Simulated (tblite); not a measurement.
Record of a relaxation.

Compound: C2H7B2FS2.
SMILES with atom numbers: `[CH3:1][BH:2][S:3][BH:4][S:5][CH2:6][F:7]` (hydrogens: H8, H9, H10 on C1; H11 on B2; H12 on B4; H13, H14 on C6)

Computed with GFN2-xTB (tblite), gas phase: L-BFGS steps from a force-field or distance-geometry start until the largest atomic force falls under 0.01 eV/Å. 6 of its 134 geometries are shown.

Step 0: E = -585.9758 eV, largest atomic force 2.310 eV/Å
```
atom  x, y, z in Å  |  force x, y, z in eV/Å
C1      3.187    0.272    0.460   -0.307  -0.440   0.726
B2      1.843    0.030    1.295   -1.033   0.676  -1.952
S3      0.800   -1.438    0.726   -0.286   0.761  -1.097
B4     -0.547   -0.662   -0.384   -0.003   0.168   1.971
S5     -1.609    0.668    0.441    1.195  -0.547   0.024
C6     -3.328    0.111    0.247   -0.001  -0.005  -0.613
F7     -4.063    1.205   -0.120   -0.143  -0.627   0.415
H8      2.977    0.127   -0.623    0.279   0.023   0.809
H9      3.519    1.310    0.624    0.267  -0.697  -0.157
H10     3.937   -0.482    0.780   -0.121   0.717  -0.490
H11     1.238    1.004    1.601    0.126  -0.517   0.485
H12    -0.897   -1.147   -1.389    0.113  -0.118   0.344
H13    -3.361   -0.612   -0.565   -0.125  -0.105  -0.286
H14    -3.697   -0.385    1.164    0.039   0.712  -0.178
```

Step 27: E = -587.3141 eV, largest atomic force 0.191 eV/Å
```
atom  x, y, z in Å  |  force x, y, z in eV/Å
C1      3.299    0.373    0.504   -0.086   0.011  -0.050
B2      1.770    0.138    0.768    0.018   0.064  -0.046
S3      0.964   -1.179   -0.157    0.039  -0.061   0.032
B4     -0.797   -0.915   -0.076    0.156   0.019  -0.043
S5     -1.570    0.483    0.696   -0.167  -0.018  -0.074
C6     -3.311    0.169    0.188   -0.019  -0.002   0.048
F7     -3.916    1.321   -0.185    0.023  -0.019   0.047
H8      3.515    0.333   -0.564    0.048   0.010   0.050
H9      3.636    1.335    0.886    0.128  -0.139   0.028
H10     3.901   -0.421    0.951   -0.021   0.153   0.027
H11     1.150    0.798    1.512   -0.055  -0.097  -0.065
H12    -1.469   -1.683   -0.643    0.039  -0.032   0.006
H13    -3.321   -0.510   -0.670   -0.063   0.061   0.103
H14    -3.851   -0.242    1.048   -0.041   0.050  -0.061
```

Step 53: E = -587.3571 eV, largest atomic force 0.164 eV/Å
```
atom  x, y, z in Å  |  force x, y, z in eV/Å
C1      3.297    0.373    0.580   -0.022  -0.026  -0.042
B2      1.740    0.209    0.605    0.014  -0.054   0.026
S3      1.020   -1.159   -0.318    0.005   0.033   0.031
B4     -0.750   -0.942   -0.225   -0.153   0.025  -0.054
S5     -1.537    0.407    0.631   -0.005  -0.007   0.012
C6     -3.322    0.158    0.285    0.040  -0.020   0.032
F7     -3.856    1.315   -0.179   -0.033  -0.088   0.017
H8      3.669    0.320   -0.442    0.073   0.043   0.000
H9      3.650    1.295    1.033    0.014  -0.005  -0.014
H10     3.776   -0.456    1.101    0.008  -0.004   0.033
H11     1.025    0.916    1.205    0.015  -0.005  -0.027
H12    -1.425   -1.724   -0.775    0.057   0.030   0.013
H13    -3.470   -0.615   -0.472    0.037   0.016   0.009
H14    -3.816   -0.098    1.228   -0.049   0.064  -0.038
```

Step 80: E = -587.4011 eV, largest atomic force 0.183 eV/Å
```
atom  x, y, z in Å  |  force x, y, z in eV/Å
C1      3.325    0.288    0.669   -0.042   0.015  -0.064
B2      1.770    0.347    0.435    0.080   0.036   0.069
S3      0.995   -0.939   -0.550    0.061  -0.042  -0.057
B4     -0.773   -0.734   -0.412   -0.093  -0.062   0.009
S5     -1.575    0.328    0.775    0.065  -0.001  -0.063
C6     -3.349    0.042    0.438   -0.042  -0.017   0.010
F7     -3.841    0.947   -0.451    0.047  -0.030   0.128
H8      3.857    0.158   -0.275   -0.009   0.000   0.068
H9      3.733    1.163    1.171   -0.061  -0.034  -0.047
H10     3.588   -0.582    1.273   -0.021   0.012  -0.029
H11     1.081    1.192    0.860    0.019   0.011   0.047
H12    -1.437   -1.427   -1.081    0.035   0.065   0.014
H13    -3.511   -0.950    0.010    0.051  -0.012   0.063
H14    -3.862    0.166    1.397   -0.089   0.060  -0.148
```

Step 106: E = -587.4346 eV, largest atomic force 0.116 eV/Å
```
atom  x, y, z in Å  |  force x, y, z in eV/Å
C1      3.304    0.272    0.648   -0.034   0.040   0.019
B2      1.754    0.372    0.459   -0.077   0.003   0.046
S3      0.984   -0.696   -0.762   -0.014  -0.053  -0.027
B4     -0.781   -0.632   -0.490   -0.012   0.065  -0.002
S5     -1.547    0.241    0.868   -0.009  -0.005  -0.051
C6     -3.320   -0.010    0.496   -0.009   0.002  -0.031
F7     -3.675    0.596   -0.668    0.026  -0.048   0.032
H8      3.822    0.048   -0.279    0.084  -0.058  -0.056
H9      3.760    1.149    1.095   -0.011   0.070   0.019
H10     3.505   -0.560    1.325    0.057  -0.041   0.005
H11     1.068    1.071    1.100    0.023  -0.016   0.006
H12    -1.454   -1.226   -1.237   -0.003   0.029   0.038
H13    -3.529   -1.078    0.402   -0.030   0.031  -0.006
H14    -3.892    0.453    1.303    0.008  -0.020   0.008
```

Step 133: E = -587.4505 eV, largest atomic force 0.009 eV/Å
```
atom  x, y, z in Å  |  force x, y, z in eV/Å
C1      3.327    0.297    0.612    0.004  -0.001  -0.004
B2      1.762    0.210    0.567    0.001   0.005   0.001
S3      0.971   -0.697   -0.763   -0.002  -0.001  -0.004
B4     -0.795   -0.594   -0.497   -0.007  -0.002  -0.001
S5     -1.570    0.291    0.844    0.003  -0.001   0.002
C6     -3.340    0.019    0.469   -0.006   0.000   0.003
F7     -3.675    0.509   -0.751    0.001   0.002   0.005
H8      3.804    0.074   -0.339   -0.002  -0.006   0.004
H9      3.677    1.269    0.955    0.002   0.005  -0.002
H10     3.707   -0.428    1.334    0.000   0.002   0.004
H11     1.086    0.693    1.393    0.002  -0.001   0.000
H12    -1.477   -1.150   -1.263    0.002   0.003  -0.001
H13    -3.562   -1.051    0.475   -0.002  -0.002  -0.002
H14    -3.916    0.558    1.224    0.004  -0.003  -0.007
```

Q: Summarise the path.

A: The energy falls by 1.4747 eV from step 0 to step 133; nine tenths of that is first reached at step 26. It rises by more than 0.2 meV at step 68. The largest force goes from 2.310 to 0.009 eV/Å. Among the bonds S3–B4 changes most, from 1.910 to 1.789 Å; the atoms move by 0.797 Å rms after alignment.

What follows is the cost of the whole relaxation. Hardware: one thread, Arm Neoverse N1 (aarch64), shared host with 64 logical CPUs at a one-minute load of 61. Cost: 1.5 s of wall time.
